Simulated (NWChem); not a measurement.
System: C2F5, doublet; SMILES F[C](F)C(F)(F)F

Input file for NWChem:

```
start job
memory heap 200 mb stack 900 mb global 1100 mb
geometry units angstroms noautosym nocenter noautoz
  F      0.027664    -1.517440    -1.103336
  C     -0.338717    -0.876307     0.000000
  F      0.027664    -1.517440     1.103336
  C     -0.028316     0.610435     0.000000
  F      1.306875     0.848830     0.000000
  F     -0.552508     1.181911     1.096806
  F     -0.552508     1.181911    -1.096806
end
basis spherical
  * library def2-svp
end
dft
  odft
  mult 2
  xc xtpss03 ctpss03
  iterations 150
end
task dft gradient
```

Parts of the log:

```
             Northwest Computational Chemistry Package (NWChem) 7.3.0
             --------------------------------------------------------

                             Geometry "geometry" -> ""
                             -------------------------

 Output coordinates in angstroms (scale by  1.889725989 to convert to a.u.)

  No.       Tag          Charge          X              Y              Z
 ---- ---------------- ---------- -------------- -------------- --------------
    1 F                    9.0000     0.02766400    -1.51744000    -1.10333600
    2 C                    6.0000    -0.33871700    -0.87630700     0.00000000
    3 F                    9.0000     0.02766400    -1.51744000     1.10333600
    4 C                    6.0000    -0.02831600     0.61043500     0.00000000
    5 F                    9.0000     1.30687500     0.84883000     0.00000000
    6 F                    9.0000    -0.55250800     1.18191100     1.09680600
    7 F                    9.0000    -0.55250800     1.18191100    -1.09680600

 Effective nuclear repulsion energy (a.u.)     342.4593046805

                                 NWChem DFT Module
                                 -----------------

 Summary of "ao basis" -> "ao basis" (spherical)
 ------------------------------------------------------------------------------
       Tag                 Description            Shells   Functions and Types
 ---------------- ------------------------------  ------  ---------------------
 F                          def2-svp                 6       14   3s2p1d
 C                          def2-svp                 6       14   3s2p1d

            General Information
            -------------------
          SCF calculation type: DFT
          Wavefunction type:  spin polarized.
          No. of atoms     :     7
          No. of electrons :    57
           Alpha electrons :    29
            Beta electrons :    28
          Charge           :     0
          Spin multiplicity:     2
          Use of symmetry is: off; symmetry adaption is: off
          Maximum number of iterations: 150
          AO basis - number of functions:    98
                     number of shells:    42
          Convergence on energy requested:  1.00D-06
          Convergence on density requested:  1.00D-05
          Convergence on gradient requested:  5.00D-04

              XC Information
              --------------
                  TPSS metaGGA Exchange Functional  1.000
             TPSS03 metaGGA Correlation Functional  1.000

             Grid Information
             ----------------
          Grid used for XC integration:  medium
          Radial quadrature: Mura-Knowles
          Angular quadrature: Lebedev.
          Tag              B.-S. Rad. Rad. Pts. Rad. Cut. Ang. Pts.
          ---              ---------- --------- --------- ---------
          F                   0.50       49           8.0       434
          C                   0.70       49           7.0       434
          Grid pruning is: on
          Number of quadrature shells:   343
          Spatial weights used:  Erf1

      Superposition of Atomic Density Guess
      -------------------------------------

 Sum of atomic energies:        -571.71217789

      Non-variational initial energy
      ------------------------------

 Total energy =    -573.567609
 1-e energy   =   -1479.280098
 2-e energy   =     563.253184
 HOMO         =      -0.090032
 LUMO         =       0.217780

   convergence    iter        energy       DeltaE   RMS-Dens  Diis-err
 ---------------- ----- ----------------- --------- --------- ---------
 d= 0,ls=0.0,diis     1   -574.6786630293 -9.17D+02  1.37D-02  6.24D-01
                                                     1.26D-02  5.97D-01
 d= 0,ls=0.0,diis     2   -574.0187263311  6.60D-01  8.26D-03  2.71D+00
                                                     7.95D-03  2.73D+00
 d= 0,ls=0.0,diis     3   -574.9561114449 -9.37D-01  1.31D-03  2.18D-02
                                                     9.79D-04  2.09D-02
 d= 0,ls=0.0,diis     4   -574.9612389453 -5.13D-03  4.66D-04  5.13D-03
                                                     4.73D-04  5.39D-03
 d= 0,ls=0.0,diis     5   -574.9625807367 -1.34D-03  1.83D-04  1.27D-03
                                                     1.64D-04  1.18D-03
  Resetting Diis
 d= 0,ls=0.0,diis     6   -574.9629838612 -4.03D-04  3.48D-05  8.16D-06
                                                     2.73D-05  6.22D-06
 d= 0,ls=0.0,diis     7   -574.9629856274 -1.77D-06  3.24D-05  5.38D-06
                                                     3.64D-05  6.24D-06
 d= 0,ls=0.0,diis     8   -574.9629813696  4.26D-06  2.17D-05  1.97D-05
                                                     2.20D-05  1.92D-05
 d= 0,ls=0.0,diis     9   -574.9629878296 -6.46D-06  4.15D-06  1.04D-07
                                                     1.50D-06  4.25D-08
 d= 0,ls=0.0,diis    10   -574.9629878598 -3.02D-08  6.86D-07  1.35D-08
                                                     2.07D-06  3.55D-08

         Total DFT energy =     -574.962987859809
      One electron energy =    -1478.729450693763
           Coulomb energy =      624.468256291034
    Exchange-Corr. energy =      -63.161098137531
 Nuclear repulsion energy =      342.459304680451

 Numeric. integr. density =       56.999995772995

                    DFT Final Alpha Molecular Orbital Analysis
                    ------------------------------------------

 Vector   27  Occ=1.000000D+00  E=-3.687733D-01
              MO Center=  1.5D-01,  1.0D+00, -1.8D-09, r^2= 2.0D+00
   Bfn.  Coefficient  Atom+Function         Bfn.  Coefficient  Atom+Function
  ----- ------------  ---------------      ----- ------------  ---------------
    62      0.437123  5 F  pz                74     -0.345476  6 F  px
    88      0.345476  7 F  px                65     -0.290540  5 F  pz
    77      0.229393  6 F  px                91     -0.229393  7 F  px
    76     -0.184277  6 F  pz                90     -0.184277  7 F  pz
    79      0.122313  6 F  pz                93      0.122313  7 F  pz

 Vector   28  Occ=1.000000D+00  E=-3.640072D-01
              MO Center= -1.6D-01,  9.0D-02, -4.1D-09, r^2= 2.9D+00
   Bfn.  Coefficient  Atom+Function         Bfn.  Coefficient  Atom+Function
  ----- ------------  ---------------      ----- ------------  ---------------
    75      0.301495  6 F  py                89      0.301495  7 F  py
     5     -0.261172  1 F  py                33     -0.261172  3 F  py
    19     -0.241675  2 C  py                16     -0.216874  2 C  s
    47      0.203262  4 C  py                78     -0.203207  6 F  py
    92     -0.203207  7 F  py                61      0.198430  5 F  py

 Vector   29  Occ=1.000000D+00  E=-2.236920D-01
              MO Center= -3.8D-01, -9.2D-01,  8.6D-10, r^2= 1.6D+00
   Bfn.  Coefficient  Atom+Function         Bfn.  Coefficient  Atom+Function
  ----- ------------  ---------------      ----- ------------  ---------------
    18      0.563889  2 C  px                17     -0.455741  2 C  s
     4      0.297762  1 F  px                32      0.297762  3 F  px
    21      0.274761  2 C  px                 7     -0.232008  1 F  px
    35     -0.232008  3 F  px                45      0.217832  4 C  s
    47     -0.170896  4 C  py                16     -0.165167  2 C  s

 Vector   30  Occ=0.000000D+00  E= 4.370708D-02
              MO Center= -1.9D-01, -9.3D-02, -2.5D-09, r^2= 2.1D+00
   Bfn.  Coefficient  Atom+Function         Bfn.  Coefficient  Atom+Function
  ----- ------------  ---------------      ----- ------------  ---------------
    23      0.542778  2 C  pz                48      0.471073  4 C  pz
    51      0.455519  4 C  pz                20      0.409693  2 C  pz
     3      0.311142  1 F  s                 31     -0.311142  3 F  s
    73     -0.277217  6 F  s                 87      0.277217  7 F  s
    75     -0.194191  6 F  py                89      0.194191  7 F  py

 Vector   31  Occ=0.000000D+00  E= 6.026861D-02
              MO Center= -8.1D-02, -4.7D-01, -2.5D-09, r^2= 2.5D+00
   Bfn.  Coefficient  Atom+Function         Bfn.  Coefficient  Atom+Function
  ----- ------------  ---------------      ----- ------------  ---------------
    17      0.959976  2 C  s                 49      0.563485  4 C  px
    46      0.454577  4 C  px                 3     -0.407603  1 F  s
    31     -0.407603  3 F  s                 59     -0.350720  5 F  s
    22     -0.322502  2 C  py                16      0.288580  2 C  s
     9     -0.270128  1 F  pz                37      0.270128  3 F  pz

 Vector   32  Occ=0.000000D+00  E= 1.403878D-01
              MO Center=  1.3D-02,  1.1D+00,  4.8D-09, r^2= 1.4D+00
   Bfn.  Coefficient  Atom+Function         Bfn.  Coefficient  Atom+Function
  ----- ------------  ---------------      ----- ------------  ---------------
    45      0.790752  4 C  s                 50      0.761282  4 C  py
    44      0.577731  4 C  s                 47      0.506615  4 C  py
    73     -0.479046  6 F  s                 87     -0.479046  7 F  s
    59     -0.402671  5 F  s                 17      0.383478  2 C  s
    79      0.328368  6 F  pz                93     -0.328368  7 F  pz

[...]

                         DFT ENERGY GRADIENTS

    atom               coordinates                        gradient
                 x          y          z           x          y          z
   1 F       0.052277  -2.867546  -2.085003   -0.000950   0.000930   0.001006
   2 C      -0.640082  -1.655980   0.000000    0.002595  -0.001690   0.000000
   3 F       0.052277  -2.867546   2.085003   -0.000950   0.000930  -0.001006
   4 C      -0.053509   1.153555   0.000000   -0.000962   0.001135   0.000000
   5 F       2.469636   1.604056   0.000000    0.000283  -0.000577   0.000000
   6 F      -1.044089   2.233488   2.072663   -0.000008  -0.000364   0.000185
   7 F      -1.044089   2.233488  -2.072663   -0.000008  -0.000364  -0.000185
```

Level: TPSS/def2-SVP, spin-unrestricted. In the optimisation the excess spin sits in a' (Cs, its own frame). The geometry was optimised at PBE-D3(BJ)/def2-SVP, spin-unrestricted. No stability test was run on the SCF state.
